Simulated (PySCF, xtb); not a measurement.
Si(H)(F)(OH)(NMe2) (C2H8FNOSi), SMILES CN(C)[SiH](O)F. One conformer was computed; it need not be the lowest.

Harmonic wavenumbers (cm⁻¹) from GFN2-xTB (xtb) at its own minimum, in rising order: 69, 159, 167, 188, 208, 245, 271, 312, 327, 387, 650, 673, 703, 799, 828, 943, 1049, 1062, 1092, 1133, 1203, 1318, 1419, 1428, 1479, 1487, 1498, 1509, 2377, 2903, 2904, 2951, 2959, 3042, 3054, 3660.

Problem. What does PySCF with PBE0-D3(BJ)/def2-SVP give at its own minimum? (Estimate from the structure and the level; the computed values follow.)

Solution. 54, 137, 181, 228, 246, 261, 325, 347, 394, 404, 675, 787, 836, 880, 899, 969, 1043, 1093, 1117, 1171, 1276, 1341, 1429, 1457, 1457, 1465, 1482, 1509, 2307, 2994, 3000, 3056, 3066, 3144, 3165, 3921. Paired by order, the mean absolute difference is 56 cm⁻¹ and the zero-point energies are 66.4 and 68.8 kcal/mol.
